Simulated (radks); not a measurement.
Values are calculated unless marked as measured or tabulated.
Spherical quantum dot in the effective-mass picture: electrons in a parabolic well V = omega^2 r^2 / 2 with omega = 0.0684, with a point charge +1 (a donor) at the centre, all in effective atomic units (hartree* = m*/eps^2 hartree, bohr* = eps/m* bohr), one dielectric constant everywhere. Level of theory: non-relativistic Kohn-Sham, PBE, spin-polarised, spherical densities (a radial shooting solver with Libxc functionals). Levels are named by radial order and angular momentum (1s, 1p, 1d, 2s, ...), and open shells are averaged over m. Results are scaled to m* = 0.563 and eps = 14.9, for which hartree* = 69.01 meV and bohr* = 1.4 nm. Each electron was tried in the lowest free levels, single moves between levels near the top were tried too, and the lowest total energy was kept; such a search can miss a lower state. At N = 1 the Hartree and exchange-correlation terms need not cancel, so that row can carry a self-interaction error.

N                         open shells  2S   E (meV)  mu = E(N) - E(N-1) (meV)  addition energy mu(N+1) - mu(N) (meV)  e(HOMO) (meV)
1                    1s(up 1, down 0)   1  -33.9955                   -33.996                                  34.41        -18.451
2                                none   0  -33.5808                   0.41471                                  21.28         8.4445
3                    2s(up 1, down 0)   1  -11.8832                    21.698                                  6.885         24.778
4   1p(up 1, down 0) 2s(up 1, down 0)   2   16.6992                    28.582                                  6.994         32.124
5   1p(up 2, down 0) 2s(up 1, down 0)   3   52.2757                    35.577                                  6.680         38.973
6   1p(up 3, down 0) 2s(up 1, down 0)   4   94.5327                    42.257                                  8.168         45.487
7                    1p(up 3, down 0)   3   144.958                    50.425                                  5.474         53.097
8                    1p(up 3, down 1)   2   200.857                    55.899                                  5.502         58.663
9                    1p(up 3, down 2)   1   262.258                    61.401                                  5.413         64.174
10                               none   0   329.072                    66.814                                  6.859         69.558
11                   1d(up 1, down 0)   1   402.744                    73.673                                  4.981         76.177
12                   1d(up 2, down 0)   2   481.398                    78.654                                  4.894         81.116
13                   1d(up 3, down 0)   3   564.946                    83.548                                  4.802         85.964
14                   1d(up 4, down 0)   4   653.295                    88.350                                  4.711         90.720
15                   1d(up 5, down 0)   5   746.356                    93.061                                  5.523         95.387
16                   1d(up 5, down 1)   4   844.940                    98.584                                  4.408         100.79
17                   1d(up 5, down 2)   3   947.932                    102.99                                  4.363         105.18
18                   1d(up 5, down 3)   2   1055.29                    107.35                                  4.309         109.52
19                   1d(up 5, down 4)   1   1166.95                    111.66                                  4.253         113.80
20                               none   0   1282.87                    115.92                                  5.575         118.02
21                   1f(up 1, down 0)   1   1404.36                    121.49                                  4.044         123.52
22                   1f(up 2, down 0)   2   1529.90                    125.54                                  4.001         127.54
23                   1f(up 3, down 0)   3   1659.43                    129.54                                  3.958         131.52
24                   1f(up 4, down 0)   4   1792.93                    133.49                                  3.914         135.46
25                   1f(up 5, down 0)   5   1930.34                    137.41                                  3.871         139.35
26                   1f(up 6, down 0)   6   2071.62                    141.28                                  3.829         143.20
27                   1f(up 7, down 0)   7   2216.73                    145.11                                  4.665         147.01
28                   1f(up 7, down 1)   6   2366.50                    149.78                                  3.680         151.62
29                   1f(up 7, down 2)   5   2519.96                    153.46                                  3.653         155.29
30                   1f(up 7, down 3)   4   2677.07                    157.11                                  3.624         158.93
31                   1f(up 7, down 4)   3   2837.80                    160.73                                  3.594         162.53
32                   1f(up 7, down 5)   2   3002.13                    164.33                                  3.563         166.11
33                   1f(up 7, down 6)   1   3170.02                    167.89                                  3.532         169.66
34                               none   0   3341.44                    171.42                                  3.857         173.18
35                   3s(up 1, down 0)   1   3516.72                    175.28                                  3.721         176.97
36  2p(up 1, down 0) 3s(up 1, down 0)   2   3695.72                    179.00                                  3.445         180.72
37  2p(up 2, down 0) 3s(up 1, down 0)   3   3878.16                    182.44                                  3.448         184.17
38  2p(up 3, down 0) 3s(up 1, down 0)   4   4064.05                    185.89                                      -         187.61

All shells are closed at N = 2, 10, 20, 34 (there: 1s2 1p6 1d10 2s2 1f14); the second difference of the energy has clear peaks (12 % above both neighbours; the first and last values, which can be the largest, are not judged, and half-filled shells can peak too) at N = 6, 10, 15, 20, 27.
